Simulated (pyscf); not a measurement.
Hydrogen shift: •H₂C–AlH–OH (SMILES [CH2][AlH][OH]) → [H₃C–Al–OH]• (SMILES [CH3][Al][OH])

Gas phase, doublet surface, charge 0. Bonds broken: Al1–H5. Bonds formed: C4–H5. Optimised with ωB97X-D3(BJ)/def2-SVP in PySCF. MP2 and CC: frozen core, UHF for open shells. ΔMP2 is the change of the MP2 total energy from the triple- to the quadruple-zeta basis.

Transition state (Å):

```xyz
7

Al    -0.9652     0.1028     0.4113
O     -0.5313    -1.2697     1.3219
H     -1.0415    -1.7099     2.0047
C     -0.4942     0.8064    -1.2567
H     -2.1744     0.6297    -0.6149
H     -0.6396     1.8829    -1.4228
H     -0.2740     0.2540    -2.1846
```

One imaginary mode, 1564i cm⁻¹; descent along it reached the two sides named.

```json
[
 {"bond": "Al1–H5", "change": "breaks", "reactant side (Å)": "1.585", "saddle": "1.671", "product side": "2.569"},
 {"bond": "C4–H5", "change": "forms", "reactant side (Å)": "3.1", "saddle": "1.807", "product side": "1.103"}
]
```

Electronic energies relative to the reactant's lowest minimum found (kJ/mol):

```tsv
level	barrier	reaction energy	reverse barrier
ωB97X-D3(BJ)/def2-TZVP	173.1	-67.1	240.1
PBE/def2-TZVP	126.2	-89.4	215.6
r²SCAN/def2-TZVP	145.7	-71.4	217.1
B3LYP-D3(BJ)/def2-TZVP	154.5	-70.9	225.4
PBE0-D3(BJ)/def2-TZVP	150.2	-81.0	231.2
M06-2X/def2-TZVP	158.1	-82.3	240.4
ωB97M-D3(BJ)/def2-TZVP	166.7	-65.8	232.5
HF/def2-TZVP	223.4	-34.8	258.2
MP2/def2-QZVPP	180.3	-81.4	261.7
CCSD/def2-TZVPP	176.2	-62.4	238.6
CCSD(T)/def2-TZVPP	165.7	-68.3	234.0
CCSD(T)/def2-TZVPP + ΔMP2(QZVPP)	164.6	-68.8	233.3
```

With CCSD(T)/def2-TZVPP + ΔMP2(QZVPP) energies and thermal terms (ideal gas, 1 atm, RRHO with modes under 100 cm⁻¹ raised to 100, one conformer, R ln 2 for chiral ones without a mode under 150 cm⁻¹), in kJ/mol:

```json
[
 {"T (K)": "298", "ΔH‡": "159.9", "ΔG‡": "159.4", "ΔH": "-55.4", "ΔG": "-56.3"},
 {"T (K)": "600", "ΔH‡": "157.8", "ΔG‡": "159.7", "ΔH": "-57.6", "ΔG": "-56.2"},
 {"T (K)": "900", "ΔH‡": "155.6", "ΔG‡": "161.2", "ΔH": "-59.6", "ΔG": "-55.1"},
 {"T (K)": "1200", "ΔH‡": "153.4", "ΔG‡": "163.4", "ΔH": "-61.1", "ΔG": "-53.4"}
]
```

This is the saddle that the search found; another between the same sides may lie lower. The CCSD(T) − MP2 part came from Ansatz, without density fitting, on the same reference. A UHF reference is spin-contaminated (<S²> up to 0.86), which harms MP2 most.
